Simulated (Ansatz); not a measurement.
Start from `C/C(Cl)=[CH]\[AlH2]` and change one atom or group to get `C/C(Br)=[CH]\[AlH2]`.

Ansatz, PBE0-D4/def2-TZVP geometries, multiplicity 1. 

Scalar relativity is left out up to krypton.

```json
{"property": "LUMO energy (ωB97M-V/def2-TZVPP) / eV", "`C/C(Cl)=[CH]\\[AlH2]`": "-0.18"}
{"property": "size of the dipole moment (B3LYP/def2-TZVPP) / D", "`C/C(Cl)=[CH]\\[AlH2]`": "0.97"}
{"property": "size of the dipole moment (PBE/def2-TZVPP) / D", "`C/C(Cl)=[CH]\\[AlH2]`": "0.92"}
{"property": "HOMO–LUMO gap (ωB97M-V/def2-TZVPP) / eV", "`C/C(Cl)=[CH]\\[AlH2]`": "9.48"}
{"property": "HOMO–LUMO gap (PBE/def2-TZVPP) / eV", "`C/C(Cl)=[CH]\\[AlH2]`": "3.80"}
{"property": "HOMO energy (B3LYP/def2-TZVPP) / eV", "`C/C(Cl)=[CH]\\[AlH2]`": "-7.29"}
```

(1) What does the change do to each property? (Best estimate.)

## Answers

(1) Ansatz gave: 
```csv
property,`C/C(Br)=[CH]\[AlH2]`,shift
LUMO energy (ωB97M-V/def2-TZVPP) / eV,-0.24,-0.06
size of the dipole moment (B3LYP/def2-TZVPP) / D,1.12,0.15
size of the dipole moment (PBE/def2-TZVPP) / D,1.03,0.11
HOMO–LUMO gap (ωB97M-V/def2-TZVPP) / eV,9.32,-0.16
HOMO–LUMO gap (PBE/def2-TZVPP) / eV,3.66,-0.14
HOMO energy (B3LYP/def2-TZVPP) / eV,-7.20,0.09
```

With PBE0 the HOMO rises by 0.09 eV and the LUMO falls by 0.06 eV, so the gap narrows by about 0.15 eV. PBE moves the HOMO by 0.08 eV and ωB97M-V by 0.10 eV. Dipoles are sizes alone; their direction can turn.

B3LYP here is the variant with VWN-RPA as its local correlation; programs differ in this.

Spin–orbit coupling is left out; it splits and shifts lone-pair levels of the heavy atoms by tenths of an eV.
